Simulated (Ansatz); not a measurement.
One change: `[NH2][Al]([OH])[SiH2]Cl` becomes `[NH2][AlH][OH]`.

Ansatz, PBE0-D4/def2-TZVP geometries, multiplicity 1. Each molecule was computed in one conformer, which needn't be the lowest.

```tsv
property	`[NH2][Al]([OH])[SiH2]Cl`
HOMO–LUMO gap (ωB97M-V/def2-TZVPP) / eV	10.71
LUMO energy (PBE/def2-TZVPP) / eV	-1.46
LUMO energy (ωB97M-V/def2-TZVPP) / eV	0.98
HOMO–LUMO gap (PBE0/def2-TZVPP) / eV	6.93
HOMO energy (PBE/def2-TZVPP) / eV	-6.23
LUMO energy (B3LYP/def2-TZVPP) / eV	-0.87
```

Q: Give the same properties after the change, and the shifts. (Estimate.)

A: The calculation gave: 
```tsv
property	`[NH2][AlH][OH]`	shift
HOMO–LUMO gap (ωB97M-V/def2-TZVPP) / eV	11.51	0.80
LUMO energy (PBE/def2-TZVPP) / eV	-0.58	0.88
LUMO energy (ωB97M-V/def2-TZVPP) / eV	1.73	0.75
HOMO–LUMO gap (PBE0/def2-TZVPP) / eV	7.55	0.62
HOMO energy (PBE/def2-TZVPP) / eV	-5.97	0.26
LUMO energy (B3LYP/def2-TZVPP) / eV	-0.05	0.82
```

With PBE0 the HOMO rises by 0.27 eV and the LUMO rises by 0.88 eV, so the gap widens by about 0.61 eV. PBE moves the HOMO by 0.26 eV and ωB97M-V by -0.05 eV.

B3LYP here is the variant with VWN-RPA as its local correlation; programs differ in this.
